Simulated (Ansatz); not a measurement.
Relaxation of BF$_{3}$H$_{2}$O (7 atoms, charge 0, multiplicity 1), to a largest force component of 0.015 eV/Å in at most 40 steps.

Theory: RKS B3LYP/def2-SVP in Ansatz 0.2.0.

```xyz
7
Properties=species:S:1:pos:R:3:forces:R:3
O -0.511 0.749 0.198 -4.34 2.15 -0.80
B 0.438 -0.272 -0.035 6.60 -4.94 -1.13
F 1.107 -0.544 1.199 -1.26 0.86 -1.24
F -0.136 -1.476 -0.503 -0.47 1.53 0.44
F 1.408 0.163 -1.049 -2.22 0.04 1.76
H -1.224 0.426 0.812 0.77 0.24 -0.11
H -1.021 0.886 -0.668 0.92 0.12 1.09
```

Question: Where does it end, and by what steps?

Answer: The forces met the threshold. The force dipped under the threshold on the way, but the program's further checks kept it going. After 18 steps the energy has fallen by 1.091 eV; H6 moved furthest, 0.62 Å.

| step | energy less start (eV) | largest force component (eV/Å) | accepted |
| --- | --- | --- | --- |
| 0 | 0.0000 | 6.598 | yes |
| 1 | -0.6191 | 3.504 | yes |
| 2 | -0.9804 | 1.028 | yes |
| 3 | -1.0493 | 0.537 | yes |
| 4 | -1.0668 | 0.168 | yes |
| 5 | -1.0707 | 0.070 | yes |
| 6 | -1.0717 | 0.021 | yes |
| 7 | -1.0718 | 0.009 | yes |
| 8 | -1.0719 | 0.015 | yes |
| 9 | -1.0723 | 0.137 | yes |
| 10 | -1.0728 | 0.145 | yes |
| 11 | -1.0431 | 1.187 | no |
| 12 | -1.0759 | 0.048 | yes |
| 13 | -1.0768 | 0.368 | yes |
| 14 | -1.0863 | 0.019 | yes |
| 15 | -1.0875 | 0.094 | yes |
| 16 | -1.0876 | 0.315 | yes |
| 17 | -1.0907 | 0.013 | yes |
| 18 | -1.0910 | 0.014 | yes |

```xyz
7
Properties=species:S:1:pos:R:3
O -0.688 0.720 0.334
B 0.618 -0.466 -0.020
F 1.365 -0.425 1.089
F -0.135 -1.574 -0.212
F 1.133 0.108 -1.132
H -1.527 0.230 0.308
H -0.705 1.340 -0.413
```

The run took 59 s on 1 thread of Arm Neoverse V1, with other jobs on the host, peak memory 0.15 GiB.
